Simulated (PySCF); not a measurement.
Magnetic susceptibility: `C=C=C=CCC(C)C`, C₈H₁₂

Molfile (atoms numbered from 1):
```
C8H12
     RDKit          3D

 20 19  0  0  0  0  0  0  0  0999 V2000
    4.1141    1.3448   -0.2585 C   0  0  0  0  0  0  0  0  0  0  0  0
    3.0656    0.5643   -0.3039 C   0  0  0  0  0  0  0  0  0  0  0  0
    2.0648   -0.1961   -0.3637 C   0  0  0  0  0  0  0  0  0  0  0  0
    1.0140   -0.9793   -0.4049 C   0  0  0  0  0  0  0  0  0  0  0  0
   -0.1742   -0.8450    0.4945 C   0  0  0  0  0  0  0  0  0  0  0  0
   -1.4457   -0.5052   -0.3008 C   0  0  0  0  0  0  0  0  0  0  0  0
   -2.6753   -0.5986    0.5985 C   0  0  0  0  0  0  0  0  0  0  0  0
   -1.3327    0.8884   -0.9130 C   0  0  0  0  0  0  0  0  0  0  0  0
    4.1888    2.1488    0.4564 H   0  0  0  0  0  0  0  0  0  0  0  0
    4.9440    1.2141   -0.9350 H   0  0  0  0  0  0  0  0  0  0  0  0
    0.9664   -1.7743   -1.1404 H   0  0  0  0  0  0  0  0  0  0  0  0
   -0.3292   -1.7958    1.0146 H   0  0  0  0  0  0  0  0  0  0  0  0
    0.0085   -0.0702    1.2416 H   0  0  0  0  0  0  0  0  0  0  0  0
   -1.5507   -1.2364   -1.1110 H   0  0  0  0  0  0  0  0  0  0  0  0
   -2.5922    0.0996    1.4288 H   0  0  0  0  0  0  0  0  0  0  0  0
   -3.5750   -0.3575    0.0366 H   0  0  0  0  0  0  0  0  0  0  0  0
   -2.7853   -1.6025    1.0035 H   0  0  0  0  0  0  0  0  0  0  0  0
   -1.2539    1.6400   -0.1298 H   0  0  0  0  0  0  0  0  0  0  0  0
   -2.2084    1.1129   -1.5183 H   0  0  0  0  0  0  0  0  0  0  0  0
   -0.4486    0.9588   -1.5429 H   0  0  0  0  0  0  0  0  0  0  0  0
  1  2  2  0
  2  3  2  0
  3  4  2  0
  4  5  1  0
  5  6  1  0
  6  7  1  0
  6  8  1  0
  1  9  1  0
  1 10  1  0
  4 11  1  0
  5 12  1  0
  5 13  1  0
  6 14  1  0
  7 15  1  0
  7 16  1  0
  7 17  1  0
  8 18  1  0
  8 19  1  0
  8 20  1  0
M  END
```

Computed, not measured: GIAO HF/pcSseg-1 magnetisability, rotational g tensor and spin-rotation constants, non-relativistic, gas phase (PySCF). Geometry: GFN2-xTB.

(1) What are the magnetisability and the molar susceptibility?

(2) Split it along the inertial axes a, b, c into diamagnetic and paramagnetic parts about the centre of mass, with the quadrupole moment.

(3) And the rotational g tensor?

Results:

(1) Isotropic -1368 × 10⁻³⁰ J/T², or -82.4 × 10⁻⁶ cm³/mol; principal values -1471, -1362, -1270 × 10⁻³⁰ J/T², anisotropy 174 × 10⁻³⁰ J/T² (root of half the summed squared differences of the principal values). The susceptibility is in cgs units.

(2) 
| axis | χ (10⁻⁶ cm³/mol) | diamagnetic (10⁻⁶ cm³/mol) | paramagnetic (10⁻⁶ cm³/mol) | summed x² of all electrons (Å²) | quadrupole Θ (D Å) |
| --- | --- | --- | --- | --- | --- |
| a | -79.6 | -359.2 | 279.6 | 351.0 | +3.48 |
| b | -86.6 | -1616.3 | 1529.7 | 54.7 | -3.44 |
| c | -80.9 | -1721.5 | 1640.6 | 29.9 | -0.03 |

Anisotropies 2χaa − χbb − χcc = +8.3 and 2χbb − χaa − χcc = -12.7 × 10⁻⁶ cm³/mol. Θ is traceless in Buckingham's convention.

(3) 
```csv
axis,rotational constant (GHz),g,nuclear part,electronic part
a,5.3163,-0.0301,0.6682,-0.6982
b,0.8173,-0.0004,0.5870,-0.5874
c,0.7647,-0.0031,0.5863,-0.5894
```
Asymmetric top; isotopes 12C, 1H; no vibrational averaging.
